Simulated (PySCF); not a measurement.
AlBrFH2N. Atoms are numbered in the order given.

```xyz
6

Al     0.0692    -0.9419     0.0000
F      1.5585    -1.6724     0.0000
Br    -0.0440     1.2927     0.0000
N     -1.3814    -1.9229     0.0000
H     -2.3246    -1.5530     0.0000
H     -1.3926    -2.9363     0.0000
```
Charge 0, spin multiplicity 1.

Geometry optimised at PBE0-D3(BJ)/def2-SVP. Other conformers were not sampled.

All values below come from B3LYP/pcSseg-1 in PySCF.

GIAO shieldings, no solvent; atoms listed in one row are averaged. δ = σ(ref) − σ: ¹⁹F against CFCl3 (σ = 161.7 ppm); ¹⁵N against NH3 (σ = 265.5 ppm); ¹H against TMS (σ = 31.68 ppm), references at their B3LYP-D3(BJ)/def2-TZVP geometries, non-relativistic (without spin–orbit terms, shifts of atoms bonded to Cl or Br come out too high).

Q: Estimate the chemical shifts. (An estimate is asked for; the answer gives what the named calculation found.)

A: 
```tsv
nucleus	atoms	count	δ (ppm)
¹⁹F	F2	1	-178.8
¹⁵N	N4	1	19.4
¹H	H5	1	0.99
¹H	H6	1	0.90
```
